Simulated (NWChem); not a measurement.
System: C2H6O2Si; SMILES O=C[SiH2]CO

```xyz
11

O     -0.9579     2.0849     0.2351
C      0.2059     1.8425     0.0221
Si     0.8311     0.0126    -0.0425
C     -0.6825    -1.1303    -0.0963
O     -0.3440    -2.4941     0.0387
H      0.9328     2.6903    -0.1313
H      1.7429    -0.1718    -1.2123
H      1.6260    -0.2421     1.2031
H     -1.4298    -0.7888     0.6467
H     -1.1726    -1.0118    -1.0767
H     -0.0174    -2.6361     0.9332
```
Atoms are numbered in this order, from 1.

Results from NWChem. Pople sets run with spherical d functions. STO-3G and 3-21G are far too small for this property and stand as cheap habits. Coordinates come from a PBE0/def2-SVP optimisation. B3LYP is NWChem's, with the RPA form of VWN correlation. GIAO values for the isolated, static molecule; σ is the absolute isotropic shielding, δ = σ(reference) − σ with the isolated reference molecule computed at the same levels (13C: tetramethylsilane, 1H: tetramethylsilane, 17O: water, 29Si: tetramethylsilane).

```json
[
 {"level": "B3LYP/6-31G*", "δ O1 (ppm)": "831.3", "δ Si3 (ppm)": "-35.1", "δ C4 (ppm)": "46.0", "δ O5 (ppm)": "-11.1", "δ H6 (ppm)": "12.07", "δ H10 (ppm)": "3.61", "δ H11 (ppm)": "-1.39", "relative time": "10"},
 {"level": "PBE/pcSseg-1", "δ O1 (ppm)": "936.8", "δ Si3 (ppm)": "-66.4", "δ C4 (ppm)": "51.9", "δ O5 (ppm)": "2.2", "δ H6 (ppm)": "12.47", "δ H10 (ppm)": "3.88", "δ H11 (ppm)": "-1.48", "relative time": "10"},
 {"level": "B3LYP/6-311G**", "δ O1 (ppm)": "939.0", "δ Si3 (ppm)": "-60.4", "δ C4 (ppm)": "50.0", "δ O5 (ppm)": "2.3", "δ H6 (ppm)": "12.23", "δ H10 (ppm)": "3.69", "δ H11 (ppm)": "-1.39", "relative time": "20"},
 {"level": "Hartree-Fock/STO-3G", "δ O1 (ppm)": "831.7", "δ Si3 (ppm)": "-55.7", "δ C4 (ppm)": "38.1", "δ O5 (ppm)": "-16.5", "δ H6 (ppm)": "12.13", "δ H10 (ppm)": "1.92", "δ H11 (ppm)": "-2.58", "relative time": "1"}
]
```

Times are rough ratios from one shared machine.
